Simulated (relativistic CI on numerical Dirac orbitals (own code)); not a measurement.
Calculated levels, Sb³⁹⁺

Computed by Dirac-Coulomb-Breit CI, KLI orbitals optimised for each configuration, QED by a radiative potential, unscaled Slater integrals (own radial code, finite nucleus).

CI space (outside the closed core [Ne]): 3s², 3s3p, 3p², 3s3d, 3d², 3p3d, 3p4s, 3d4s, 3s4s, 3s4p, 3s4d, 3s4f, 3s5s, 3s5p, 3s5d, 3s5f, 4s², 3s5g, 3s6s, 3s6p, 3s6d. Levels of other configurations are missing.

| No. | Configuration | Term | J | E (10³ cm⁻¹) | % | Landé g | Lifetime (s) |
| --- | --- | --- | --- | --- | --- | --- | --- |
| 1 | 3s² | ¹S | 0 | 0.0 | 99 |  |  |
| 2 | 3s3p | ³P° | 0 | 642.2 | 100 |  |  |
| 3 | 3s3p | ³P° | 1 | 705.6 | 83 | 1.410 | 2.03e-10 |
| 4 | 3s3p | ³P° | 2 | 1164.1 | 100 | 1.495 | 9.24e-07 |
| 5 | 3s3p | ¹P° | 1 | 1368.7 | 82 | 1.078 | 4.81e-12 |
| 6 | 3p² | ³P | 0 | 1549.4 | 75 |  | 1.57e-11 |
| 7 | 3p² | ¹D | 2 | 1998.5 | 58 | 1.137 | 1.67e-11 |
| 8 | 3p² | ³P | 1 | 2006.0 | 100 | 1.496 | 6.15e-12 |
| 9 | 3s3d | ³D | 1 | 2253.5 | 100 | 0.494 | 6.07e-12 |
| 10 | 3s3d | ³D | 2 | 2282.8 | 87 | 1.163 | 5.29e-12 |
| 11 | 3s3d | ³D | 3 | 2367.4 | 100 | 1.328 | 1.30e-11 |
| 12 | 3s3d | ¹D | 2 | 2413.0 | 47 | 1.210 | 8.48e-12 |
| 13 | 3p² | ¹D | 2 | 2645.9 | 39 | 1.134 | 3.38e-12 |
| 14 | 3p² | ¹S | 0 | 2675.3 | 73 |  | 3.91e-12 |
| 15 | 3p3d | ³F° | 2 | 2947.7 | 77 | 0.749 | 3.81e-11 |
| 16 | 3p3d | ³D° | 1 | 3116.8 | 60 | 0.787 | 4.09e-12 |
| 17 | 3p3d | ³F° | 3 | 3148.0 | 68 | 1.111 | 1.96e-11 |
| 18 | 3p3d | ³P° | 2 | 3152.8 | 44 | 1.253 | 1.02e-11 |
| 19 | 3p3d | ³D° | 2 | 3527.3 | 44 | 1.007 | 3.82e-12 |
| 20 | 3p3d | ³F° | 4 | 3583.3 | 100 | 1.245 | 1.03e-11 |
| 21 | 3p3d | ³D° | 3 | 3583.9 | 50 | 1.188 | 3.85e-12 |
| 22 | 3p3d | ³P° | 0 | 3585.8 | 100 |  | 3.38e-12 |
| 23 | 3p3d | ³P° | 1 | 3588.9 | 69 | 1.190 | 3.39e-12 |
| 24 | 3p3d | ³P° | 2 | 3659.3 | 54 | 1.303 | 4.87e-12 |
| 25 | 3p3d | ¹F° | 3 | 3780.4 | 67 | 1.102 | 4.31e-12 |
| 26 | 3p3d | ¹P° | 1 | 3837.1 | 76 | 1.007 | 4.10e-12 |
| 27 | 3d² | ³F | 2 | 4563.7 | 86 | 0.714 | 3.35e-12 |
| 28 | 3d² | ³F | 3 | 4659.5 | 100 | 1.078 | 4.63e-12 |
| 29 | 3d² | ³P | 0 | 4684.4 | 88 |  | 2.88e-12 |
| 30 | 3d² | ³F | 4 | 4719.1 | 70 | 1.168 | 5.75e-12 |
| 31 | 3d² | ³P | 2 | 4729.8 | 47 | 1.195 | 3.88e-12 |
| 32 | 3d² | ³P | 1 | 4749.0 | 100 | 1.496 | 3.78e-12 |
| 33 | 3d² | ¹G | 4 | 4819.3 | 70 | 1.071 | 7.97e-12 |
| 34 | 3d² | ³P | 2 | 4855.1 | 51 | 1.242 | 6.08e-12 |
| 35 | 3d² | ¹S | 0 | 5030.8 | 87 |  | 4.09e-12 |
| 36 | 3s4s | ³S | 1 | 10433.7 | 100 | 1.996 | 9.85e-14 |
| 37 | 3s4s | ¹S | 0 | 10508.8 | 100 |  | 1.06e-13 |
| 38 | 3s4p | ³P° | 0 | 10770.7 | 99 |  | 4.32e-13 |
| 39 | 3s4p | ³P° | 1 | 10776.6 | 69 | 1.339 | 1.27e-13 |
| 40 | 3s4p | ¹P° | 1 | 10975.2 | 62 | 1.162 | 8.48e-14 |
| 41 | 3s4p | ³P° | 2 | 10981.3 | 100 | 1.497 | 5.21e-13 |
| 42 | 3p4s | ³P° | 0 | 11208.7 | 99 |  | 1.46e-13 |
| 43 | 3p4s | ³P° | 1 | 11236.6 | 67 | 1.341 | 1.19e-13 |
| 44 | 3s4d | ³D | 1 | 11370.7 | 100 | 0.497 | 5.21e-14 |
| 45 | 3s4d | ³D | 2 | 11375.7 | 74 | 1.119 | 5.26e-14 |
| 46 | 3s4d | ³D | 3 | 11419.6 | 100 | 1.330 | 5.12e-14 |
| 47 | 3s4d | ¹D | 2 | 11430.9 | 74 | 1.042 | 5.27e-14 |
| 48 | 3s4f | ³F° | 2 | 11647.2 | 100 | 0.664 | 2.46e-14 |
| 49 | 3s4f | ³F° | 3 | 11653.7 | 97 | 1.078 | 2.47e-14 |
| 50 | 3s4f | ³F° | 4 | 11667.0 | 100 | 1.247 | 2.49e-14 |
| 51 | 3s4f | ¹F° | 3 | 11712.2 | 97 | 1.000 | 2.49e-14 |
| 52 | 3p4s | ³P° | 2 | 11737.6 | 100 | 1.496 | 1.55e-13 |
| 53 | 3p4s | ¹P° | 1 | 11768.9 | 69 | 1.140 | 9.22e-14 |
| 54 | 3d4s | ³D | 1 | 12707.1 | 100 | 0.493 | 1.04e-13 |
| 55 | 3d4s | ³D | 2 | 12714.1 | 68 | 1.108 | 1.06e-13 |
| 56 | 3d4s | ³D | 3 | 12823.4 | 100 | 1.329 | 1.04e-13 |
| 57 | 3d4s | ¹D | 2 | 12836.5 | 68 | 1.048 | 1.09e-13 |
| 58 | 3s5s | ³S | 1 | 15049.9 | 100 | 1.997 | 1.24e-13 |
| 59 | 3s5s | ¹S | 0 | 15076.3 | 100 |  | 1.34e-13 |
| 60 | 3s5p | ³P° | 0 | 15217.0 | 100 |  | 2.52e-13 |
| 61 | 3s5p | ³P° | 1 | 15220.1 | 71 | 1.350 | 1.43e-13 |
| 62 | 3s5p | ³P° | 2 | 15321.5 | 100 | 1.498 | 3.09e-13 |
| 63 | 3s5p | ¹P° | 1 | 15328.9 | 71 | 1.145 | 1.06e-13 |
| 64 | 3s5d | ³D | 1 | 15510.0 | 100 | 0.498 | 7.07e-14 |
| 65 | 3s5d | ³D | 2 | 15512.8 | 75 | 1.121 | 7.10e-14 |
| 66 | 3s5d | ³D | 3 | 15535.1 | 100 | 1.331 | 7.03e-14 |
| 67 | 3s5d | ¹D | 2 | 15541.4 | 75 | 1.041 | 7.11e-14 |
| 68 | 3s5f | ³F° | 2 | 15647.5 | 100 | 0.665 | 4.70e-14 |
| 69 | 3s5f | ³F° | 3 | 15650.4 | 93 | 1.075 | 4.70e-14 |
| 70 | 3s5f | ³F° | 4 | 15657.7 | 100 | 1.248 | 4.75e-14 |

Energies count from the lowest computed level; ° marks odd parity; lifetimes are radiative, by E1, M1, E2, M2 decay to levels of this space only; some are left blank where a channel outside the calculation adds to the decay or the decay crosses a small, uncertain gap.

The mean weight of the leading LS term, summed over parents, in these 70 levels is 83 %, and that of the leading jj configuration (from the same eigenvectors) 94 %, so jj coupling describes them better and the LS labels are nominal.

At this charge energies of transitions that change n are usually good to better than 1 %, and those within a shell (Δn = 0) to a few per cent.

LS names give the leading component of a level, which can be under half, so a name can repeat, a term be missing and a line seem to break the LS rules.
